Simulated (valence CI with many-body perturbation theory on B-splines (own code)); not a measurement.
Ladder of approximations for Tb XXVII

Calculated by valence CI with perturbative core correlation (CI+MBPT): three valence electrons over a frozen Dirac-Fock core [Kr], a basis of 9 s, 9 p, 10 d, 8 f, 5 g, 3 h, 1 i functions for each j, with the one-electron correlation potential Σ1 (screened to all orders), the two-electron term Σ2, the three-electron term Σ3, Breit, model QED; selected single and double excitations, second order for the rest (own B-spline code, finite nucleus).

The last digits are not significant, and no measured levels were compared; by estimate large intervals hold to a few tenths of a per cent, small ones and those within an open d or f shell to about a per cent. Only levels of the ground parity were solved; by the run's estimate the other parity begins above the list, which can be wrong where configurations are misplaced.

Each rung adds one term. CI alone is the Dirac-Coulomb CI over the frozen core; QED comes last and gives the full result, which names the levels. Energies are above (4d3/2^3) J=3/2 on the same rung, in cm⁻¹.

Levels are named by their leading jj configuration (3d3/2^4 stands for four electrons in 3d with j = 3/2), which in mixed levels can hold well under half, so a name can repeat and another be missing. Letters in brackets count levels of one name in rising energy.

| Level | CI alone | Σ1 | Σ2 | Σ3 | Breit | QED | Full |
| --- | --- | --- | --- | --- | --- | --- | --- |
| (4d3/2^2 4d5/2) J=5/2 [a] | 51085 | +488 | +179 | +199 | -1614 | +184 | 50521 |
| (4d3/2^2 4d5/2) J=3/2 | 69978 | +442 | -659 | +287 | -1366 | +165 | 68847 |
| (4d3/2^2 4d5/2) J=7/2 | 74476 | +568 | -909 | -40 | -2080 | +205 | 72220 |
| (4d3/2^2 4d5/2) J=9/2 | 81120 | +538 | -2104 | -118 | -2122 | +187 | 77501 |
| (4d3/2^2 4d5/2) J=1/2 | 81478 | +476 | -1061 | +269 | -1536 | +178 | 79804 |
| (4d3/2^2 4d5/2) J=5/2 [b] | 123402 | +665 | -1031 | -244 | -2132 | +247 | 120907 |
| (4d3/2 4d5/2^2) J=7/2 [a] | 129208 | +950 | -654 | -132 | -3182 | +354 | 126544 |
| (4d3/2 4d5/2^2) J=9/2 | 137677 | +1019 | -1284 | +136 | -3625 | +375 | 134297 |
| (4d3/2 4d5/2^2) J=3/2 [a] | 148407 | +974 | +192 | -278 | -3037 | +368 | 146625 |
| (4d3/2 4d5/2^2) J=1/2 | 154784 | +991 | -313 | +417 | -3146 | +372 | 153105 |
| (4d3/2 4d5/2^2) J=11/2 | 165098 | +1052 | -3491 | -100 | -3874 | +374 | 159059 |
| (4d3/2 4d5/2^2) J=5/2 [a] | 170600 | +913 | -2878 | -943 | -2862 | +334 | 165165 |
| (4d3/2 4d5/2^2) J=5/2 [b] | 178555 | +1016 | -1750 | -596 | -3256 | +375 | 174344 |
| (4d3/2 4d5/2^2) J=7/2 [b] | 187863 | +1013 | -3668 | -559 | -3405 | +365 | 181610 |
| (4d5/2^3) J=9/2 | 211169 | +1503 | -857 | -228 | -5061 | +560 | 207086 |
| (4d3/2 4d5/2^2) J=3/2 [b] | 212961 | +1242 | +1302 | -95 | -3865 | +468 | 212013 |
| (4d5/2^3) J=3/2 | 257257 | +1290 | -2216 | -1175 | -3952 | +475 | 251680 |
| (4d5/2^3) J=5/2 | 273254 | +1428 | +492 | -999 | -4474 | +537 | 270238 |

The middle columns are the shifts that each term adds.

Problem. How does the ionisation energy move along the ladder, and which term matters most?

Solution. CI alone 906.47, + Σ1 909.06, + Σ2 910.59, + Σ3 910.60, + Breit 910.16, + QED 910.21 eV. The largest step is Σ1, 2.59 eV. NIST lists 909 ± 4 eV (theoretical).
